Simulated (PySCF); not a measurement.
(Z)-1-chloropent-1-ene (C₅H₉Cl), SMILES CCC/C=C\Cl.

Coordinates come from a PBE-D3(BJ)/def2-SVP optimisation. The values are those of a single conformer.

Level of theory: PySCF with TDDFT-PBE/def2-SVPD.

Vertical excitations. The molecule is in vacuum.

Computed UV-visible absorptions:
```
state  energy (eV)  λ (nm)      f                                          main pairs
-----  -----------  ------  -----  --------------------------------------------------
S1            5.92     210  0.035                    HOMO→LUMO+1 78 %, HOMO→LUMO 15 %
S2            6.20     200  0.207  HOMO→LUMO 58 %, HOMO→LUMO+1 21 %, HOMO→LUMO+2 12 %
S3            6.32     196  0.003                                    HOMO−1→LUMO 94 %
S4            6.34     195  0.041                    HOMO→LUMO+2 75 %, HOMO→LUMO 12 %
S5            6.49     191  0.015                                    HOMO→LUMO+3 94 %
S6            6.86     181  0.003                                    HOMO−2→LUMO 98 %
S7            6.94     179  0.011                                    HOMO→LUMO+4 98 %
S8            7.05     176  0.011                                    HOMO→LUMO+5 98 %
S9            7.27     170  0.005                                    HOMO−3→LUMO 88 %
S10           7.32     169  0.007                                  HOMO−1→LUMO+1 88 %
T1            4.09     303      0                                      HOMO→LUMO 97 %
T2            5.60     221      0                                    HOMO→LUMO+1 97 %
T3            6.15     202      0                                    HOMO→LUMO+2 88 %
T4            6.18     201      0                                    HOMO−1→LUMO 90 %
```
Triplets are in the Tamm–Dancoff approximation, which puts them higher than full response would, so one can lie above its singlet here.
